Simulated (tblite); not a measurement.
C7H10ClOP.
SMILES: `CC(c1oc(cp1)Cl)(C)C`

All values are computed: GFN2-xTB (tblite) harmonic vibrations without scaling, gas phase. The method is semi-empirical: single wavenumbers can be off by several per cent or more.

Harmonic wavenumbers (cm⁻¹): 28.0, 105.8, 127.1, 187.3, 199.8, 237.5, 246.6, 257.8, 291.1, 292.7, 330.2, 382.3, 399.6, 459.7, 524.2, 543.1, 586.1, 723.4, 780.5, 837.0, 867.0, 880.3, 959.7, 965.8, 966.5, 1029.3, 1032.9, 1064.6, 1140.8, 1175.5, 1213.0, 1224.8, 1258.2, 1313.4, 1398.2, 1400.7, 1422.7, 1479.2, 1483.1, 1490.8, 1494.1, 1495.9, 1498.6, 1508.0, 3024.3, 3030.6, 3031.5, 3034.0, 3036.6, 3038.0, 3042.2, 3044.7, 3045.6, 3158.8.

A = 1717, B = 652.0, C = 526.9 MHz; mass 176.016 u (most abundant isotopes); point group Cs, symmetry number 1.

Problem. What is the zero-point energy?

Solution. ½Σν̃ = 33895 cm⁻¹ = 96.91 kcal/mol.

Problem. Give the ideal-gas entropy at 350 K and 1 bar in the rigid-rotor, harmonic-oscillator model (classical rotation).

Solution. Translation 42.23, rotation 31.16, vibration 38.48: S = 111.9 cal/(mol K).

Problem. And Cp and H(350 K) − H(0)?

Solution. Cp = 48.36 cal/(mol K), of which vibrations give 40.42 (their classical limit is 54 R = 107.3); H(350 K) − H(0) = 9.98 kcal/mol without the zero-point energy, 7.20 from vibrations.

Problem. Which modes carry the vibrational entropy at 350 K?

Solution. 28.0 cm⁻¹: 6.28; 105.8 cm⁻¹: 3.66; 127.1 cm⁻¹: 3.30; 187.3 cm⁻¹: 2.56; 199.8 cm⁻¹: 2.43; 237.5 cm⁻¹: 2.11 cal/(mol K); the other 48 give 18.14 together.

Problem. Blend soft modes into free rotors: weight 1/[1 + (100 cm⁻¹/ν̃)⁴] for the oscillator and the rest for a rotor with moment μB/(μ + B), μ = h/(8π²ν), B = 10⁻⁴⁴ kg m². What vibrational entropy results?

Solution. 36.04 cal/(mol K) in place of 38.48, which changes −T·S at 350 K by +0.86 kcal/mol.

Problem. How do the functions run with temperature in this model?

Solution. 
```
 T (K)  S (cal/(mol K))  Cp (cal/(mol K))  H − H(0) (kcal/mol)  G − H(0) (kcal/mol)  ln q(vib)
   150             81.3              26.5                 2.45                -9.74       3.13
   250             97.5              37.7                 5.67               -18.69       6.05
298.15            104.6              42.9                 7.61               -23.56       7.48
   400            118.7              53.3                12.52               -34.94      10.49
   600            143.5              69.3                24.89               -61.21      16.25
   900            174.7              84.4                48.15              -109.11      24.30
```

q(vib) and H(0) count from the zero-point level.

Hindered rotation and anharmonicity are outside this model.

The values belong to the conformer `[CH3:1][C:2]([CH3:3])([CH3:4])[c:5]1[o:6][c:7]([Cl:8])[cH:9][p:10]1`: C1–C2–C5–O6 60°.
